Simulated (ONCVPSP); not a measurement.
cadmium, ONCV: configuration errors across variants

ONCVPSP 4.0.1 input, shortened (lines: element, Z, core and valence counts, functional; n l f; lmax; l rc ep ncon nbas qcut; lloc lpopt rc5 dvloc0; l nproj debl; icmod fcfact rcfact), BLYP, scalar-relativistic:

```
  Cd 48.00    6    4  -106131      upf
    1    0    2.00
    2    0    2.00
    2    1    6.00
    3    0    2.00
    3    1    6.00
    3    2   10.00
    4    0    2.00
    4    1    6.00
    4    2   10.00
    5    0    2.00
    3
    0    1.75    0.00    4    8    7.00
    1    0.95    0.00    4    8    6.90
    2    1.50    0.00    4    8   10.60
    3    1.75    0.45    4    8    5.50
    4    5    0.75    0.00
    0    2    3.30
    1    2    2.60
    2    2    3.40
    3    3    0.70
    0    0.00    0.00
```

All-electron excitation energies from the reference (eV): (1) 4s2 4p6 4d10 5s1 9.319; (2) 4s2 4p6 4d10 5s0 26.615; (3) 4s2 4p6 4d9 5s0 64.513; (4) 4s2 4p6 4d9 5s2 17.799.

1 further variants failed, have other tests or too few solved ones, and are left out.

A true bound ghost makes a file unfit for plane-wave use even where its test errors are small: the radial tests pick states by their node count and pass the ghost by.

Errors AE − PS in meV (a dash: test not solved or not reliable):

| change | (1) | (2) | (3) | (4) | bound ghosts | GHOST(+) flags above zero |
| --- | --- | --- | --- | --- | --- | --- |
| base | -2.2 | -4.7 | -14 | -14 | s, f | none |
| p: rc 1.2 | -2.3 | -4.7 | -13 | -14 | s, f | none |
| d: nbas 7 | -2.2 | -4.7 | -14 | -14 | s, f | none |

(1) Give the same row for: local potential polynomial inside 0.70 bohr (lpopt 5, dvloc0 0 Ha).

Answers

(1) -1.9, -6.5, -12, -1.3; bound ghosts: s, f; GHOST(+) flags above zero: none.
